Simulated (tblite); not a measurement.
Compound: F₂H₃PSi.
Atom-mapped SMILES: `[F:1][P:2]([F:3])[SiH3:4]` (hydrogens: H5, H6, H7 on Si4)

Computed with GFN2-xTB (tblite), gas phase: L-BFGS steps from a force-field or distance-geometry start until the largest atomic force falls under 0.01 eV/Å.

Step 40: E = -416.9969 eV
```
atom  x, y, z in Å  |  force x, y, z in eV/Å
F1      1.6915    1.3096    0.2535    0.022   0.014   0.016
P2      1.2230    0.1788   -0.8247   -0.003   0.021  -0.018
F3      1.8916   -1.0549    0.0077   -0.014  -0.001   0.003
Si4    -0.8930   -0.0679    0.0314   -0.038  -0.054  -0.037
H5     -0.8210   -0.5426    1.4127   -0.007   0.031   0.004
H6     -1.5429   -1.0551   -0.8321    0.006   0.009   0.014
H7     -1.5460    1.2370   -0.0757    0.033  -0.018   0.018
```

Step 41: E = -416.9974 eV
```
atom  x, y, z in Å  |  force x, y, z in eV/Å
F1      1.6987    1.2984    0.2781    0.023   0.005   0.014
P2      1.2239    0.1928   -0.8235   -0.006   0.018  -0.015
F3      1.8869   -1.0631   -0.0200   -0.011   0.006   0.004
Si4    -0.8906   -0.0650    0.0314   -0.075  -0.077  -0.047
H5     -0.8229   -0.5212    1.4196    0.001   0.029  -0.004
H6     -1.5346   -1.0682   -0.8213    0.030   0.031   0.033
H7     -1.5580    1.2312   -0.0914    0.038  -0.012   0.016
```

Question: Estimate the geometry and energy of step 42. (The exact step hangs on the optimiser's Hessian estimate; all steps are aligned on step 41, rigid shifts and turns removed.)

Answer: E = -416.9981 eV, largest force 0.142 eV/Å
```
atom  x, y, z in Å  |  force x, y, z in eV/Å
F1      1.7097    1.2806    0.3155    0.011  -0.020  -0.006
P2      1.2236    0.2147   -0.8217    0.005   0.009   0.017
F3      1.8792   -1.0738   -0.0628   -0.012   0.028  -0.005
Si4    -0.8888   -0.0626    0.0314   -0.100  -0.088  -0.048
H5     -0.8272   -0.4873    1.4303    0.011   0.020  -0.016
H6     -1.5209   -1.0892   -0.8053    0.051   0.053   0.050
H7     -1.5723    1.2225   -0.1144    0.034  -0.003   0.008
```

The energy changes by -0.0007 eV. The first-order estimate −F·Δx gives -0.0010 eV and the mean of the old and new forces, exact on a quadratic surface, -0.0006 eV. The step makes an angle of 85° with the force vector and moves no atom by more than 0.045 Å.

What follows is the cost of the whole relaxation. The run took 0.13 s on one thread of an Arm Neoverse V2, on a shared host.
